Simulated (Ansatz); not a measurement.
Total energies of PtAu3⁻ from Ansatz at r2SCANh-D4/def2-TZVPD, gas phase (1 Eh = 27.2114 eV = 2625.5 kJ/mol). The reference geometry is relaxed at PBE-D4/def2-SVPD.

Cartesian coordinates in Å:
```
Pt -0.3564 -0.2263 0.2044
Au 0.5055 1.1140 -1.8752
Au 2.1321 0.5811 0.3220
Au -2.2813 -1.4688 1.3487
```

| state | geometry | energy (Eh) |
| --- | --- | --- |
| charge -1 singlet | reference | -526.83273 |
| charge 0 doublet | reference | -526.72547 |
| charge -1 triplet | relaxed at PBE-D4/def2-SVPD | -526.82359 |
| charge -1 quintet | relaxed at PBE-D4/def2-SVPD | -526.78739 |

In the def2 sets Au, Pt take a core potential; there is no spin–orbit coupling.

**Question.** Work out the vertical ionisation energy to the doublet.

**Answer.** E(charge 0 doublet) − E(charge -1 singlet) = -526.72547 − (-526.83273) = 0.10726 Eh = 2.92 eV. For comparison, −ε of the highest occupied level is 1.13 eV at this level, 1.79 eV less.

**Question.** Which of the charge -1 states is lowest, and how far above it are the others?

**Answer.** The singlet. triplet: -526.82359 − (-526.83273) = 0.00914 Eh = 24.0 kJ/mol; quintet: -526.78739 − (-526.83273) = 0.04534 Eh = 119.0 kJ/mol. The triplet differs in its bonds from the reference. The quintet differs in its bonds from the reference.

The structure comes from a short search, and lower isomers may exist.
